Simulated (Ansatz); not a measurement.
Cost and result up the ladder for Ge(OMe)H3 (CH₆GeO) (9 atoms). Total charge 0; singlet. Geometry: PBE-D4/def2-TZVP.

Cartesian coordinates in Å:
```
Ge -1.1442 -0.4961 -0.5728
O -0.1461 0.9000 -0.0177
C 1.1143 0.5877 0.5639
H 1.0139 -0.0328 1.4745
H 1.5951 1.5360 0.8470
H 1.7829 0.0600 -0.1424
H -0.3506 -1.2891 -1.6470
H -2.4196 0.1507 -1.1470
H -1.4458 -1.4164 0.6415
```

Ansatz on 4 threads of Arm Neoverse V1 on a shared host. Times are rough, and most runs start from the orbitals of an earlier one. ωB97M-V/def2-TZVP serves as the yardstick here, not as an exact answer. Differences are given only for rows in sets of like size (and for xTB, whose basis is part of the method), since another set adds its own error. Binding counts from free atoms at the same level (Ge triplet, O triplet, C triplet, H doublet; other spins of the atoms weren't run), without zero-point energy or a counterpoise term.

The 6-31G sets use Cartesian d functions.

```
                 level  functions  binding energy per atom (eV)  difference from ωB97M-V/def2-TZVP (eV)
      PBE0-D4/def2-SVP         90                          3.35                                       –
       PBE-D4/def2-SVP         90                          3.40                                       –
              HF/6-31G         59                          2.24                                       –
      B97M-V/def2-TZVP        146                          3.38                                    0.03
     PBE-D4/def2-TZVPD        185                          3.39                                    0.03
             HF/STO-3G         34                          3.21                                       –
     ωB97M-V/def2-TZVP        146                          3.36                                    0.00
   r2SCAN-D4/def2-TZVP        146                          3.37                                    0.01
CAM-B3LYP-D4/def2-TZVP        146                          3.38                                    0.02
     PBE0-D4/def2-TZVP        146                          3.34                                   -0.02
  r2SCAN0-D4/def2-TZVP        146                          3.32                                   -0.04
          HF/def2-TZVP        146                          2.44                                   -0.92
  r2SCAN-D4/def2-TZVPD        185                          3.37                                    0.01
    PBE0-D4/def2-TZVPD        185                          3.34                                   -0.02
```

Question: Estimate how long each takes.

Answer: HF/STO-3G 0.1 s; HF/6-31G 0.3 s; HF/def2-TZVP 0.65 s; PBE-D4/def2-SVP 0.65 s; PBE0-D4/def2-SVP 0.9 s; CAM-B3LYP-D4/def2-TZVP 1.6 s; PBE-D4/def2-TZVPD 1.6 s; PBE0-D4/def2-TZVP 1.9 s; PBE0-D4/def2-TZVPD 2.1 s; r2SCAN-D4/def2-TZVP 2.2 s; r2SCAN0-D4/def2-TZVP 2.5 s; r2SCAN-D4/def2-TZVPD 3.1 s; B97M-V/def2-TZVP 5 s; ωB97M-V/def2-TZVP 5.5 s. On shared hardware such times vary by a factor of up to 3.
